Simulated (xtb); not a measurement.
C6H4O, SMILES o1ccc(c1)C#C. All values are semi-empirical tight-binding results from xtb (GFN2-xTB unless named), good for trends rather than for accurate numbers. Coordinates come from a GFN2-xTB optimisation.

| Quantity | Value |
|---|---|
| point group as xtb finds it | Cs |
| orbital gap | 4.36 eV |
| dipole moment | 0.25 D |
| zero-point energy | 48.3 kcal/mol |
| G − E(el) at 298.15 K (modified RRHO) | 29.7 kcal/mol |
| static polarisability (D4 model) | 67.9 bohr³ |
| solvation energy, GFN2-xTB/ALPB(water) | -0.9 kcal/mol |
| solvation energy, GFN2-xTB/ALPB(dmso) | -6.3 kcal/mol |

Computed IR lines (harmonic; lines under 4 % of the strongest left out, lines within 3 cm⁻¹ merged):
ν (cm⁻¹): 589 (w), 596 (w), 668 (m), 675 (w), 750 (w), 782 (m), 832 (w), 852 (w), 1040 (s), 1068 (m), 1152 (w), 1250 (vs), 1485 (s), 1573 (w), 2268 (w), 3169 (w), 3174 (w), 3193 (m), 3400 (w) (against the strongest line: vs over 80 %, s over 45 %, m over 15 %, w over 4 %, vw less)
